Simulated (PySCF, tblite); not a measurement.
Compound: CH10FNSi3.
SMILES with atom numbers: `[CH3:1][Si@H:2]([NH2:3])[SiH2:4][SiH2:5][F:6]` (hydrogens: H7, H8, H9 on C1; H10 on Si2; H11, H12 on N3; H13, H14 on Si4; H15, H16 on Si5)

Structure used (GFN2-xTB), in Å, numbered top down from 1:
```
atom  x, y, z in Å
C1    -1.7539    1.1260   -1.1494
Si2   -1.2295   -0.4385   -0.1822
N3    -1.2350   -0.2650    1.5378
Si4    0.9538   -1.0179   -0.7226
Si5    2.5954   -0.1023    0.6219
F6     1.8369    0.9652    1.5891
H7    -2.7599    1.4425   -0.8852
H8    -1.7374    0.9573   -2.2225
H9    -1.0882    1.9606   -0.9413
H10   -2.2635   -1.4610   -0.4147
H11   -2.1079   -0.0989    2.0126
H12   -0.5104    0.2794    1.9784
H13    1.2638   -0.6432   -2.1177
H14    1.1545   -2.4782   -0.7343
H15    3.2532   -0.9618    1.6037
H16    3.6206    0.7450    0.0148
```

Method used: CAM-B3LYP/def2-SVPD in PySCF (dipole) on a GFN2-xTB geometry, gas phase.

Masses are those of the commonest isotopes; rigid-rotor values at the optimised geometry. The values belong to one conformer with, in the numbering `[CH3:1][Si@H:2]([NH2:3])[SiH2:4][SiH2:5][F:6]`, C1–Si2–N3–H 65° and -73°, C1–Si2–Si4–Si5 91°, Si2–Si4–Si5–F6 -8°.

Task: What are A, B and C (GHz)?

Result: Ia = 202.67, Ib = 489.01, Ic = 558.64 u·Å²; 505379 MHz·u·Å²/I gives 2494, 1033 and 904.7 MHz, that is A = 2.4936, B = 1.0335, C = 0.9047 GHz.

Task: What kind of rotor is it?

Result: An asymmetric top: κ = (2 × 1033 − 2494 − 904.7)/(2494 − 904.7) = -0.84.

Task: What does the inertial defect say?

Result: Not planar: Δ = Ic − Ia − Ib = -133.03 u·Å². For a rigid frame Δ = −2 Σ m c², so Σ m c² = 66.52 u·Å² lies off the ab plane: 19.02 from hydrogen and 47.49 from heavier atoms. The atom farthest from that plane is 2.15 Å away.

Task: Give the other two planar moments, Paa and Pbb, and the rms extents of the mass along the axes.

Result: Paa = Σ m a² = (Ib + Ic − Ia)/2 = 422.49 and Pbb = Σ m b² = (Ia + Ic − Ib)/2 = 136.15 u·Å². With the mass M = 139.01 u, the rms extents √(P/M) along a, b and c are 1.74, 0.99, 0.69 Å.

Task: List the rotational levels J(Ka,Kc) to J = 3 (K).

Result: Above 0(0,0), as E/k:
J = 1: 1(0,1) 0.093, 1(1,1) 0.163, 1(1,0) 0.169
J = 2: 2(0,2) 0.279, 2(1,2) 0.343, 2(1,1) 0.361, 2(2,1) 0.572, 2(2,0) 0.572
J = 3: 3(0,3) 0.556, 3(1,3) 0.612, 3(1,2) 0.650, 3(2,2) 0.851, 3(2,1) 0.853, 3(3,1) 1.217, 3(3,0) 1.217
The levels of one J sum to (2J + 1)J(J + 1)(A + B + C)/3.

Task: Which lines would a microwave search look for?

Result: The dipole components are |μa| = 0.64 D, |μb| = 0.46 D, |μc| = 0.39 D. The squared components, which scale the intensities, stand as 1.00 : 0.52 : 0.38 (a : b : c). Some lines, for components of 0.1 D or more:

```json
{"type": "b", "branch": "Q", "J(Ka,Kc)": "2(1,1) ← 2(0,2)", "MHz": "1726", "lower level (cm⁻¹)": "0.194"}
{"type": "c", "branch": "R", "J(Ka,Kc)": "1(1,0) ← 0(0,0)", "MHz": "3527", "lower level (cm⁻¹)": "0.000"}
{"type": "b", "branch": "Q", "J(Ka,Kc)": "3(2,1) ← 3(1,2)", "MHz": "4233", "lower level (cm⁻¹)": "0.451"}
{"type": "b", "branch": "Q", "J(Ka,Kc)": "4(2,3) ← 4(1,4)", "MHz": "5232", "lower level (cm⁻¹)": "0.675"}
{"type": "a", "branch": "R", "J(Ka,Kc)": "3(2,1) ← 2(2,0)", "MHz": "5847", "lower level (cm⁻¹)": "0.398"}
{"type": "a", "branch": "R", "J(Ka,Kc)": "3(1,2) ← 2(1,1)", "MHz": "6002", "lower level (cm⁻¹)": "0.251"}
{"type": "b", "branch": "Q", "J(Ka,Kc)": "4(3,1) ← 4(2,2)", "MHz": "7532", "lower level (cm⁻¹)": "0.854"}
{"type": "b", "branch": "Q", "J(Ka,Kc)": "4(3,2) ← 4(2,3)", "MHz": "7650", "lower level (cm⁻¹)": "0.850"}
{"type": "a", "branch": "R", "J(Ka,Kc)": "4(0,4) ← 3(0,3)", "MHz": "7673", "lower level (cm⁻¹)": "0.387"}
{"type": "a", "branch": "R", "J(Ka,Kc)": "4(3,1) ← 3(3,0)", "MHz": "7770", "lower level (cm⁻¹)": "0.846"}
{"type": "a", "branch": "R", "J(Ka,Kc)": "4(2,2) ← 3(2,1)", "MHz": "7826", "lower level (cm⁻¹)": "0.593"}
{"type": "b", "branch": "R", "J(Ka,Kc)": "2(2,1) ← 1(1,0)", "MHz": "8386", "lower level (cm⁻¹)": "0.118"}
{"type": "b", "branch": "R", "J(Ka,Kc)": "2(2,0) ← 1(1,1)", "MHz": "8523", "lower level (cm⁻¹)": "0.113"}
{"type": "b", "branch": "R", "J(Ka,Kc)": "3(2,2) ← 2(1,1)", "MHz": "10195", "lower level (cm⁻¹)": "0.251"}
{"type": "c", "branch": "R", "J(Ka,Kc)": "3(2,1) ← 2(1,1)", "MHz": "10235", "lower level (cm⁻¹)": "0.251"}
{"type": "b", "branch": "R", "J(Ka,Kc)": "4(2,3) ← 3(1,2)", "MHz": "11939", "lower level (cm⁻¹)": "0.451"}
{"type": "b", "branch": "R", "J(Ka,Kc)": "3(3,1) ← 2(2,0)", "MHz": "13434", "lower level (cm⁻¹)": "0.398"}
{"type": "c", "branch": "R", "J(Ka,Kc)": "3(3,1) ← 2(2,1)", "MHz": "13442", "lower level (cm⁻¹)": "0.397"}
{"type": "c", "branch": "R", "J(Ka,Kc)": "4(4,0) ← 3(3,0)", "MHz": "18426", "lower level (cm⁻¹)": "0.846"}
```

Task: Estimate the classical rotational partition function at 10 K, 50 K and 200 K.

Result: Point group C1, symmetry number σ = 1; q = (√π/σ)·√((kT/h)³/(ABC)), k/h = 20836.6 MHz/K: 3490 at 10 K, 39000 at 50 K, 312000 at 200 K.

Its lowest GFN2-xTB frequency is 1 cm⁻¹, too small to tell a flat minimum from a shallow saddle. No vibrational averaging or centrifugal distortion is included, and the geometry carries the error of its method. A rigid rotor knows nothing of inversion at nitrogen or internal rotation, which can split or shift real lines. Quadrupole hyperfine structure (14N) is left out.
